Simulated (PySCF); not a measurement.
**Electron correlation in Si (silicon, neutral)**

[Ne] 3s2 3p2, high-spin 3P determinant. Calculation: PySCF 2.14, in aug-cc-pV(D+d)Z (5s4p3d, 32 functions); the non-relativistic Hamiltonian (point nucleus). Frozen: [Ne]; 4 electrons correlated.

MP2 pair energies summed by pair of shells (mhartree):

```tsv
pair	energy	share (%)
3s-3p	-27.75	58.9
3s-3s	-14.28	30.3
3p-3p	-5.10	10.8
```

Total MP2 correlation energy: -47.14 mhartree.

Same-spin part -8.35 and opposite-spin part -38.78 mhartree; SCS-MP2 scales them by 1/3 and 6/5 to -49.32 mhartree.

| level | correlation energy (mhartree) |
| --- | --- |
| CCSD | -67.25 |
| (T) | -1.37 |
| CCSD(T) | -68.62 |

Diagnostics: T1 = 0.011, D1 = 0.0302, largest double amplitude 0.080.

Cost of the coupled-cluster step: 0.18 s of wall time on 1 thread of Neoverse-V2 (shared host), for 4 correlated electrons.

Iterations:

```
CC2 = 0
CCSD nocc = (np.int64(3), np.int64(1)), nmo = (27, 27)
frozen orbitals [[0, 1, 2, 3, 4], [0, 1, 2, 3, 4]]
max_cycle = 100
direct = 0
conv_tol = 1e-08
conv_tol_normt = 1e-06
diis_space = 8
diis_start_cycle = 0
Init t2, MP2 energy = -0.0471356744235777
Init E_corr(UCCSD) = -0.0471356744261297
cycle = 1  E_corr(UCCSD) = -0.0606617664979383  dE = -0.0135260921  norm(t1,t2) = 0.0592568
cycle = 2  E_corr(UCCSD) = -0.064729088000223  dE = -0.0040673215  norm(t1,t2) = 0.0233663
cycle = 3  E_corr(UCCSD) = -0.0672201933308059  dE = -0.00249110533  norm(t1,t2) = 0.0111922
cycle = 4  E_corr(UCCSD) = -0.0672303872647982  dE = -1.0193934e-05  norm(t1,t2) = 0.00250271
cycle = 5  E_corr(UCCSD) = -0.0672605592043014  dE = -3.01719395e-05  norm(t1,t2) = 0.000432757
cycle = 6  E_corr(UCCSD) = -0.0672484362337053  dE = 1.21229706e-05  norm(t1,t2) = 9.67451e-05
cycle = 7  E_corr(UCCSD) = -0.0672545977066667  dE = -6.16147296e-06  norm(t1,t2) = 2.10842e-05
cycle = 8  E_corr(UCCSD) = -0.0672532007651956  dE = 1.39694147e-06  norm(t1,t2) = 5.80498e-06
cycle = 9  E_corr(UCCSD) = -0.067253196483959  dE = 4.2812366e-09  norm(t1,t2) = 8.05257e-07
UCCSD converged
E(UCCSD) = -288.9183494140323  E_corr = -0.06725319648395904
UCCSD(T) correction = -0.00136582945591114
```
